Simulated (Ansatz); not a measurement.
Born–Oppenheimer molecular dynamics of C3H10Si (14 atoms, charge 0, multiplicity 1). It starts from a relaxed structure.

Level of theory: Ansatz, RKS BLYP-D4/6-31G.

```yaml
ensemble: NVE (velocity Verlet)
time_step: 0.5 fs
steps_asked: 300
starting_velocities_drawn_for: 300 K
seed: 995394
```

First frame:

```xyz
14
Properties=species:S:1:pos:R:3
Si 0.009 -0.051 -0.008
H 0.033 -0.204 1.506
C 1.825 0.046 -0.649
H 2.383 -0.868 -0.388
H 1.842 0.157 -1.747
H 2.352 0.909 -0.209
C -0.942 1.568 -0.450
H -1.980 1.529 -0.077
H -0.450 2.448 -0.004
H -0.975 1.710 -1.544
C -0.886 -1.579 -0.770
H -1.920 -1.658 -0.395
H -0.926 -1.495 -1.870
H -0.356 -2.512 -0.516
```

Q: How far do the bonds stretch over the last three quarters of this one trajectory? (Pairs bonded in most of those frames.)

A: 
| bond | mean (Å) | spread (Å) | shortest | longest |
| --- | --- | --- | --- | --- |
| Si1–H2 | 1.524 | 0.029 | 1.48 | 1.57 |
| Si1–C3 | 1.934 | 0.023 | 1.89 | 1.98 |
| Si1–C7 | 1.930 | 0.021 | 1.89 | 1.97 |
| Si1–C11 | 1.931 | 0.015 | 1.91 | 1.96 |
| C3–H4 | 1.106 | 0.021 | 1.07 | 1.14 |
| C3–H5 | 1.107 | 0.032 | 1.05 | 1.17 |
| C3–H6 | 1.107 | 0.029 | 1.06 | 1.16 |
| C7–H8 | 1.105 | 0.023 | 1.06 | 1.15 |
| C7–H9 | 1.106 | 0.032 | 1.05 | 1.16 |
| C7–H10 | 1.106 | 0.024 | 1.06 | 1.15 |
| C11–H12 | 1.106 | 0.027 | 1.06 | 1.15 |
| C11–H13 | 1.108 | 0.039 | 1.05 | 1.17 |
| C11–H14 | 1.105 | 0.024 | 1.07 | 1.15 |

Mean temperature of the second half: 152 K. The conserved energy stayed within 0.33 meV per atom of its start (net change 0.24 meV per atom), so the integration is sound. Over the second half the temperature averaged 0.51 of the 300 K drawn at the start: a run that starts near a minimum puts about half its kinetic energy into the potential. A run of 0.15 ps of so small a system gives no equilibrium averages. Limits of this set-up: no polarisation functions.

The run took 8.2 min on 1 thread of AMD EPYC 9R45 96-Core Processor (Zen 5), on a shared host, peak memory 0.14 GiB.
